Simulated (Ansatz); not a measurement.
Relaxation of BrCl₂FH₂OZr (8 atoms, charge 0, multiplicity 1), to a largest force component of 0.03 eV/Å in at most 50 steps.

All numbers below come from RKS B3LYP-D4/def2-SVP (Ansatz).

```xyz
8
Properties=species:S:1:pos:R:3
Zr -0.122 -0.126 -0.085
O -0.164 -0.061 1.928
H -0.665 -0.338 2.703
Cl 2.078 -0.343 -0.890
Cl -1.269 1.699 -1.020
F -1.056 -1.669 -0.655
Br 1.756 2.821 1.644
H 1.113 1.680 2.382
```

Where does it end, and by what steps?

It converged. After 7 steps the energy has fallen by 0.143 eV; H3 moved furthest, 0.19 Å.

```json
{"step": "0", "energy less start (eV)": "0.0000", "largest force component (eV/Å)": "1.690", "accepted": "yes"}
{"step": "1", "energy less start (eV)": "-0.1215", "largest force component (eV/Å)": "0.404", "accepted": "yes"}
{"step": "2", "energy less start (eV)": "-0.1367", "largest force component (eV/Å)": "0.098", "accepted": "yes"}
{"step": "3", "energy less start (eV)": "-0.1389", "largest force component (eV/Å)": "0.085", "accepted": "yes"}
{"step": "4", "energy less start (eV)": "-0.1403", "largest force component (eV/Å)": "0.137", "accepted": "yes"}
{"step": "5", "energy less start (eV)": "-0.1366", "largest force component (eV/Å)": "0.697", "accepted": "no"}
{"step": "6", "energy less start (eV)": "-0.1422", "largest force component (eV/Å)": "0.052", "accepted": "yes"}
{"step": "7", "energy less start (eV)": "-0.1432", "largest force component (eV/Å)": "0.016", "accepted": "yes"}
```

```xyz
8
Properties=species:S:1:pos:R:3
Zr -0.093 -0.062 -0.048
O -0.186 -0.046 1.881
H -0.495 -0.423 2.712
Cl 2.102 -0.401 -0.841
Cl -1.209 1.777 -1.016
F -1.077 -1.594 -0.574
Br 1.669 2.724 1.599
H 0.961 1.687 2.295
```

Whether the end is a true minimum wasn't checked by a vibrational analysis.

Run time: 33 s on 4 threads of Arm Neoverse V1, on a shared host, peak memory 0.42 GiB.
